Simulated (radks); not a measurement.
Initial-state core-level shifts of the erbium ion Er+ when its valence configuration changes from [Xe] 4f12 6s1. All-electron calculation, Dirac Kohn-Sham, BLYP, spin-unpolarised, spherical densities, finite nucleus; open shells fill j = l - 1/2 first; Fermi nuclear charge, rms radius 5.2516 fm. Program: a radial shooting solver on a logarithmic mesh with Libxc functionals. Shifts are changes of the shell-averaged eigenvalues in eV (positive: less bound); the change of the density at the nucleus, which sets a Mossbauer isomer shift, is in e/bohr^3, on a base of 8.731e+05.

| valence | 2s | 3p | 4s | 4p | density at nucleus |
|---|---|---|---|---|---|
| 4f11 6s2 | -9.205 | -9.915 | -9.698 | -9.572 | +97.18 |
| 4f13 | +6.143 | +6.583 | +6.567 | +6.505 | -64.04 |
| 4f11 6s1 6p1 | -10.371 | -11.073 | -10.861 | -10.737 | +51.06 |
| 4f12 5d1 | +1.509 | +1.465 | +1.489 | +1.499 | -43.03 |
| 4f11.5 5d1 6s0.5 | -2.378 | -2.753 | -2.654 | -2.590 | -5.90 |
| 4f10 6s2 6p1 | -21.415 | -23.044 | -22.338 | -22.026 | +172.87 |
| 4f11 5d1 6s1 | -6.886 | -7.652 | -7.420 | -7.286 | +38.41 |
| 4f11 6p2 | -11.486 | -12.181 | -11.975 | -11.851 | +0.97 |
| 4f11 5d1 6p1 | -8.020 | -8.781 | -8.555 | -8.422 | -5.94 |
